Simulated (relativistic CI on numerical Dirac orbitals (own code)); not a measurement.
## Tc⁴⁺ (4d3) in a crystal field

Calculated by Dirac-Coulomb-Breit CI, orbitals from a KLI potential per configuration, a model potential for QED, valence Slater integrals scaled by 0.65, one configuration in a parametric crystal field (own radial code).

Field parameters in Wybourne normalisation: D3d B²₀ = −7Dσ, B⁴₀ = −14Dq − 21Dτ, B⁴₃ = −14√(10/7) Dq; D4h B²₀ = −7Ds, B⁴₀ = 21(Dq − Dt), B⁴₄ = 21√(5/14) Dq; Oh B⁴₀ = 21Dq, B⁴₄ = √(5/14) B⁴₀; Td as Oh with Dq negative (B⁴₀ = 21Dq, B⁴₄ = √(5/14) B⁴₀). The field is a parameter set, without covalency.

S is read from ⟨S²⟩ = S(S + 1).

Powder χT (cm³ K mol⁻¹) by Van Vleck's formula, with temperature-independent terms:

```tsv
Field	2 K	5 K	10 K	20 K	50 K	100 K	200 K	300 K
D3d, 10Dq = 12250, Dσ = 770, Dτ = 120 cm⁻¹	0.876	0.941	1.05	1.22	1.39	1.45	1.48	1.5
D3d, 10Dq = 24150, Dσ = 250, Dτ = 360 cm⁻¹	1.59	1.65	1.66	1.66	1.66	1.67	1.67	1.68
D4h, 10Dq = 19400, Ds = 90, Dt = 1000 cm⁻¹	0.903	0.995	1.14	1.3	1.41	1.44	1.47	1.49
Oh, 10Dq = 12050 cm⁻¹	1.44	1.44	1.44	1.44	1.44	1.45	1.47	1.49
Oh, 10Dq = 13650 cm⁻¹	1.48	1.48	1.48	1.49	1.49	1.5	1.51	1.53
Oh, 10Dq = 18100 cm⁻¹	1.58	1.58	1.58	1.58	1.58	1.59	1.6	1.61
Td, 10Dq = -5200 cm⁻¹	0.182	0.184	0.188	0.195	0.218	0.254	0.33	0.41
Td, 10Dq = -11000 cm⁻¹	0.333	0.335	0.338	0.343	0.359	0.386	0.44	0.495
```

(1) For Oh, 10Dq = 13650 cm⁻¹: what effective moment follows at 300 K?

Answers

(1) μ_eff = √(8χT) = 3.50 μB. The ground level has S = 1.49; the spin-only moment for S = 3/2 is 3.88 μB. The difference comes from the orbital moment, spin-orbit mixing of terms and temperature-independent paramagnetism, all larger in this ionic model than in covalent complexes.
